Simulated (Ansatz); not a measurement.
A nudged elastic band was laid between two geometries of F₄H₃NTi (9 atoms, charge 0, multiplicity 1).

Theory: RKS BHLYP/def2-SVP in Ansatz 0.2.0.

* movable images: 5
* climbing image: yes
* spring: 5.0 eV/Å²
* optimiser: quadratic models (default)
* start path: through a guess of the saddle point
* force threshold: 0.05 eV/Å
* iteration limit: 60
* end points: relaxed

Initial state:

```xyz
9
Properties=species:S:1:pos:R:3
Ti -0.075 -0.024 0.178
N -0.094 -0.031 2.091
H 0.145 -0.894 2.567
H 0.359 0.736 2.575
F 1.601 -0.181 -0.207
F -0.447 1.527 -0.485
F -0.736 -1.468 -0.499
F -2.327 0.193 0.986
H -1.793 0.153 1.770
```

Final state:

```xyz
9
Properties=species:S:1:pos:R:3
Ti -0.435 0.234 -0.019
N -0.301 -0.282 2.233
H -0.303 -1.285 2.372
H 0.550 0.091 2.636
F 1.078 1.022 0.346
F -0.535 0.620 -1.705
F -0.432 -1.505 -0.143
F -1.902 1.006 0.520
H -1.087 0.109 2.737
```

Q: Which bonds break or form, and what moves?

A: Bonds broken: F8–H9. Bonds formed: N2–H9.

Q: Give the energies along the band, and the barrier.

A: The forces met the threshold. The highest image is number 1 of 0 to 6, 0.036 eV above the first end and 1.715 eV above the last; the last end lies 1.679 eV below the first. A vibrational analysis at the climbing image gives one clearly imaginary mode, 359i cm⁻¹: a first-order saddle point. The orbitals stay closed-shell, which can raise the energy where a bond breaks towards radicals; this wasn't checked here.

```
image  path coordinate (Å)  energy (eV)  F8–H9 (Å)  N2–H9 (Å)
    0                 0.00        0.000       0.95       1.74
    1                 0.39        0.036       1.04       1.43
    2                 1.18       -1.136       1.81       1.02
    3                 1.97       -1.372       2.28       1.01
    4                 2.76       -1.540       2.44       1.01
    5                 3.55       -1.676       2.60       1.01
    6                 4.33       -1.679       2.53       1.01
```

Q: What is the geometry of the highest image?

A: 
```xyz
9
Properties=species:S:1:pos:R:3
Ti -0.189 -0.019 0.150
N -0.173 -0.021 2.139
H 0.143 -0.878 2.578
H 0.318 0.750 2.578
F 1.510 -0.205 -0.091
F -0.455 1.504 -0.608
F -0.777 -1.449 -0.609
F -2.186 0.198 1.008
H -1.558 0.129 1.831
```

Q: What are the harmonic wavenumbers there?

A: 359i, 94, 166, 193, 229, 244, 250, 264, 371, 643, 648, 708, 790, 816, 881, 1093, 1318, 1571, 2105, 3608, 3693 cm⁻¹.

Run time: 2.6 min on 4 threads of Intel(R) Xeon(R) Platinum 8559C (Emerald Rapids), on a shared host, peak memory 0.33 GiB.
